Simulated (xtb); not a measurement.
GeI₃ (SMILES [I][Ge]([I])[I]), doublet, from a rough starting geometry; GFN2-xTB run with xtb 6.7.1.

Input for xtb:
```
$ xtb mol.xyz --gfn 2 --uhf 1 --opt vtight --json

# file mol.xyz
4

I      2.22777338    -0.92536304    -0.18055349
Ge    -0.00963523     0.02832759     0.69519341
I     -1.93187233    -1.45137832    -0.23665765
I     -0.31175483     2.38200408    -0.25537115
```

Output, abridged:

```
   ID    Z sym.   atoms
    1   53 I      1, 3, 4
    2   32 Ge     2

           -------------------------------------------------
          |                Calculation Setup                |
           -------------------------------------------------

           -------------------------------------------------
          |                 G F N 2 - x T B                 |
           -------------------------------------------------

          ...................................................
          :                      SETUP                      :
          :.................................................:
          :  # basis functions                  40          :
          :  # atomic orbitals                  36          :
          :  # shells                           12          :
          :  # electrons                        25          :
          :  max. iterations                   250          :
          :  Hamiltonian                  GFN2-xTB          :
          :  restarted?                      false          :
          :  GBSA solvation                  false          :
          :  PC potential                    false          :
          :  electronic temp.          300.0000000     K    :
          :  accuracy                    1.0000000          :
          :  -> integral cutoff          0.2500000E+02      :
          :  -> integral neglect         0.1000000E-07      :
          :  -> SCF convergence          0.1000000E-05 Eh   :
          :  -> wf. convergence          0.1000000E-03 e    :
          :  Broyden damping             0.4000000          :
          :  net charge                          0          :
          :  unpaired electrons                  1          :
          ...................................................

 iter      E             dE          RMSdq      gap      omega  full diag
   1    -12.6263747 -0.126264E+02  0.245E+01    4.12       0.0  T
   2    -10.8837710  0.174260E+01  0.311E+01    4.85       1.0  T
   3    -13.4888104 -0.260504E+01  0.109E+01    4.52       1.0  T
   4    -13.1901760  0.298634E+00  0.134E+01    4.33       1.0  T
   5    -13.5166687 -0.326493E+00  0.324E+00    4.85       1.0  T
   6    -13.5158692  0.799529E-03  0.189E+00    4.91       1.0  T
   7    -13.5275838 -0.117146E-01  0.630E-01    4.86       1.0  T
   8    -13.5290583 -0.147450E-02  0.378E-01    4.83       1.0  T
   9    -13.5290555  0.278377E-05  0.150E-01    4.83       1.0  T
  10    -13.5290605 -0.492086E-05  0.429E-02    4.84       1.2  T
  11    -13.5290601  0.324234E-06  0.263E-02    4.84       1.9  T
  12    -13.5290605 -0.407977E-06  0.103E-02    4.84       4.9  T
  13    -13.5290608 -0.224767E-06  0.334E-03    4.84      15.0  T
  14    -13.5290607  0.249957E-07  0.298E-03    4.84      16.8  T
  15    -13.5290608 -0.185539E-07  0.178E-03    4.84      28.1  T
  16    -13.5290608 -0.112734E-07  0.438E-04    4.84     114.1  T
  17    -13.5290608 -0.436664E-10  0.934E-05    4.84     535.5  T

   *** convergence criteria satisfied after 17 iterations ***

         :::::::::::::::::::::::::::::::::::::::::::::::::::::
         ::                     SUMMARY                     ::
         :::::::::::::::::::::::::::::::::::::::::::::::::::::
         :: total energy             -13.518980564239 Eh    ::
         :: gradient norm              0.013501881901 Eh/a0 ::
         :: HOMO-LUMO gap              4.836254417095 eV    ::
         ::.................................................::
         :: SCC energy               -13.529059054784 Eh    ::
         :: -> isotropic ES           -0.014584452071 Eh    ::
         :: -> anisotropic ES          0.006129317716 Eh    ::
         :: -> anisotropic XC         -0.008720850926 Eh    ::
         :: -> dispersion             -0.006380284823 Eh    ::
         :: repulsion energy           0.010078490545 Eh    ::
         :: add. restraining           0.000000000000 Eh    ::
[...]
 * total energy  :   -13.5189806 Eh     change       -0.2867040E-10 Eh
 * total energy  :   -13.5160574 Eh     change        0.2923164E-02 Eh
 * total energy  :   -13.5193954 Eh     change       -0.3337994E-02 Eh
 * total energy  :   -13.5181428 Eh     change        0.1252634E-02 Eh
 * total energy  :   -13.5195845 Eh     change       -0.1441774E-02 Eh
 * total energy  :   -13.5195322 Eh     change        0.5235588E-04 Eh
 * total energy  :   -13.5195848 Eh     change       -0.5266753E-04 Eh
 * total energy  :   -13.5195793 Eh     change        0.5527574E-05 Eh
 * total energy  :   -13.5195922 Eh     change       -0.1284195E-04 Eh
 * total energy  :   -13.5195924 Eh     change       -0.1910931E-06 Eh
 * total energy  :   -13.5195927 Eh     change       -0.3023557E-06 Eh
 * total energy  :   -13.5195927 Eh     change       -0.3053438E-08 Eh
   *** GEOMETRY OPTIMIZATION CONVERGED AFTER 12 ITERATIONS ***
         :: total energy             -13.519592657304 Eh    ::
[...]
         3        2.0000           -0.7587853             -20.6476
         4        2.0000           -0.6771926             -18.4273
         5        2.0000           -0.4811050             -13.0915
         6        2.0000           -0.4810935             -13.0912
         7        2.0000           -0.4570996             -12.4383
         8        2.0000           -0.4501275             -12.2486
         9        2.0000           -0.4501253             -12.2485
        10        2.0000           -0.4412397             -12.0067
        11        2.0000           -0.4412345             -12.0066
        12        2.0000           -0.4383124             -11.9271
        13        1.0000           -0.4118065             -11.2058 (HOMO)
        14                         -0.2380233              -6.4769 (LUMO)
        15                         -0.2119240              -5.7667
        16                         -0.2118944              -5.7659
        17                         -0.0310877              -0.8459
        18                         -0.0310825              -0.8458
        19                         -0.0215917              -0.5875
        20                         -0.0215879              -0.5874
        21                         -0.0181501              -0.4939
        22                         -0.0048248              -0.1313
        23                         -0.0028846              -0.0785
        24                         -0.0028757              -0.0783
       ...                                ...                  ...
        36                          1.2990605              35.3492
      -------------------------------------------------------------
                  HL-Gap            0.1737831 Eh            4.7289 eV
             Fermi-level           -0.3749663 Eh          -10.2034 eV

     #   Z          covCN         q      C6AA      α(0)
     1  53 I        0.900    -0.119   380.629    33.679
     2  32 Ge       2.602     0.357   213.383    28.551
     3  53 I        0.900    -0.119   380.634    33.679
     4  53 I        0.900    -0.119   380.632    33.679

 Mol. C6AA /au·bohr⁶  :       5336.555250
 Mol. C8AA /au·bohr⁸  :     490428.675796
 Mol. α(0) /au        :        129.589105

Wiberg/Mayer (AO) data.
largest (>0.10) Wiberg bond orders for each atom

 ---------------------------------------------------------------------------
     #   Z sym  total        # sym  WBO       # sym  WBO       # sym  WBO
 ---------------------------------------------------------------------------
     1  53 I    1.265 --     2 Ge   1.012     3 I    0.126     4 I    0.126
     2  32 Ge   3.035 --     1 I    1.012     4 I    1.012     3 I    1.012
     3  53 I    1.265 --     2 Ge   1.012     4 I    0.126     1 I    0.126
     4  53 I    1.265 --     2 Ge   1.012     3 I    0.126     1 I    0.126
 ---------------------------------------------------------------------------

Topologies differ in total number of bonds
Writing topology from bond orders to xtbtopo.mol

molecular dipole:
                 x           y           z       tot (Debye)
 q only:       -0.009       0.008       0.628
   full:       -0.024       0.021       1.700       4.323
molecular quadrupole (traceless):
                xx          xy          yy          xz          yz          zz
 q only:       -2.180      -0.003      -2.180      -0.106       0.097       4.360
  q+dip:       -7.263      -0.005      -7.261      -0.344       0.315      14.524
   full:       -7.635      -0.005      -7.633      -0.360       0.329      15.268

optimized geometry written to: xtbopt.xyz

           -------------------------------------------------
          | TOTAL ENERGY              -13.519592657304 Eh   |
          | GRADIENT NORM               0.000033795380 Eh/α |
          | HOMO-LUMO GAP               4.728879730085 eV   |
           -------------------------------------------------

normal termination of xtb
```
